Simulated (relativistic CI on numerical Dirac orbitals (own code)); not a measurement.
One change at a time: Kr9+

Base calculation: Dirac-Coulomb-Breit CI, KLI orbitals optimised for each configuration, QED by a radiative potential, unscaled Slater integrals.

CI space (outside the closed core [Ne]): 3s2 3p6 3d9, 3s2 3p5 3d10, 3s2 3p6 3d8 4s, 3s 3p6 3d10, 3s2 3p6 3d8 4p, 3s2 3p6 3d7 4s2, 3s2 3p6 3d8 4d, 3s2 3p6 3d7 4s 4p, 3s2 3p6 3d8 5s, 3s2 3p6 3d7 4p2, 3s2 3p6 3d8 4f, 3s2 3p6 3d8 5p, 3s2 3p6 3d7 4s 4d, 3s2 3p6 3d8 5d, 3s2 3p6 3d7 4p 4d, 3s2 3p5 3d9 4s. Levels of other configurations are missing.

Variants: (1) one mean potential for all configurations; (2) non-relativistic limit. Shifts of the energy above 3s2 3p6 3d9 2D_5/2, in cm⁻¹, for the lowest level and the first level of each name with at least 55 % of one term (blank where a level changes its place among those of its configuration and J or its character, or is not in the variant):

```tsv
Level	Base	Δ(1)	Δ(2)
3s2 3p6 3d9 2D_5/2	0	0	0
3s2 3p6 3d9 2D_3/2	10296	-63	-10296
3s2 3p6 3d8 4s 4F_9/2	784139	+4380	+32031
3s2 3p6 3d8 4s 4F_7/2	789093	+4461	+27076
3s2 3p6 3d8 4s 4F_5/2	794915	+4560	+21254
3s2 3p6 3d8 4s 4F_3/2	798095	+4582	+18074
3s2 3p6 3d8 4s 2F_7/2	799242	+4618	+27560
3s2 3p6 3d8 4s 2F_5/2	806807	+4673	+19995
3s2 3p6 3d8 4s 4P_5/2	821407	+4293	
3s2 3p6 3d8 4s 2D_3/2	824330	+4330	+27512
3s2 3p6 3d8 4s 4P_1/2	831169	+4359	+22181
3s2 3p6 3d8 4s 4P_3/2	831395	+4403	+21955
3s2 3p6 3d8 4s 2D_5/2	833504	+4494	
3s2 3p6 3d8 4s 2P_3/2	840727	+4545	+23652
3s2 3p6 3d8 4s 2P_1/2	842291	+4532	+22088
3s2 3p6 3d8 4s 2G_9/2	844111	+4315	+25121
3s2 3p6 3d8 4s 2G_7/2	844216	+4319	+25015
3s2 3p6 3d8 4s 2S_1/2	918798	+3970	+23600
3s2 3p6 3d8 4p 4D°_7/2	939540	+4468	+23302
3s2 3p6 3d8 4p 4D°_5/2	949181	+4570	+13661
3s2 3p6 3d8 4p 4G°_7/2	954075	+4770	+16614
3s2 3p6 3d8 4p 4G°_11/2	955821	+4635	+14868
```

At this charge energies of transitions that change n are usually good to better than 1 %, and those within a shell (Δn = 0) to a few per cent.

Ionisation energy from the two ground configurations alone: base 266.831 eV. The NIST ASD value (theoretical) is 268 eV.

LS names give the leading component of a level, which can be under half, so a name can repeat, a term be missing and a line seem to break the LS rules.
